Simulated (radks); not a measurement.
The mean radii <r> (bohr) of the occupied orbitals of an atom or ion are listed with their occupations. All-electron calculation, Dirac Kohn-Sham, BLYP, spin-unpolarised, spherical densities, point nucleus. Program: a radial shooting solver on a logarithmic mesh with Libxc functionals.

| orbital | occ. | <r> |
|---|---|---|
| 1s1/2 | 2 | 0.03428 |
| 2s1/2 | 2 | 0.1492 |
| 2p1/2 | 2 | 0.1271 |
| 2p3/2 | 4 | 0.1318 |
| 3s1/2 | 2 | 0.4153 |
| 3p1/2 | 2 | 0.4091 |
| 3p3/2 | 4 | 0.4197 |
| 3d3/2 | 4 | 0.3970 |
| 3d5/2 | 6 | 0.4004 |
| 4s1/2 | 2 | 1.051 |
| 4p1/2 | 2 | 1.138 |
| 4p3/2 | 4 | 1.166 |
| 4d3/2 | 1.6 | 1.518 |
| 4d5/2 | 2.4 | 1.531 |

Name the element and its charge. Open shells, if any, are shared by 2j + 1.

Answer. Z = 43, technetium, charge +3: Tc3+ in [Kr] 4d4. The 1s radius gives Z: for a bare nucleus <r> = (2 gamma + 1)/(2Z) with gamma = sqrt(1 - (Z/c)^2), 0.03371 bohr for Z = 43, and screening makes it slightly larger (0.03428 here). The occupations add up to 40, and the charge is Z minus that.
